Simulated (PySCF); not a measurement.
# RuN at PBE0

Level: PBE0. Ru cc-pVDZ-PP with ECP28, N cc-pVDZ; scalar-relativistic core potentials (PySCF 2.14).

```json
{
 "state": "quartet, unpaired electrons σ ↑, π ↑, δ ↑, a mixture of terms (⟨Lz²⟩ = 5.0)",
 "bond length": "163.0 pm",
 "harmonic wavenumber": "1045 cm⁻¹",
 "force constant": "7.92 mdyn/Å",
 "rotational constant Be": "0.5156 cm⁻¹",
 "anharmonicity ωexe": "7.43 cm⁻¹",
 "vibration–rotation constant αe": "0.00358 cm⁻¹",
 "well depth De to Ru (4d7 5s1) + N": "3.67 eV",
 "dissociation energy D0": "3.60 eV",
 "bond order (Mayer)": "2.97",
 "dipole moment (positive dipole means Ru(−)N(+))": "-2.66 D"
}
```

The metal atom is held in its measured ground configuration; semilocal functionals can put another filling of s and d lower by some tenths of an eV, and De to that atom would be smaller. Spin–orbit coupling is left out, which matters for elements this heavy, above all for dissociation energies. The state is the lowest single determinant that the PBE0 search found; with open d or f shells the true ground state can be another one.
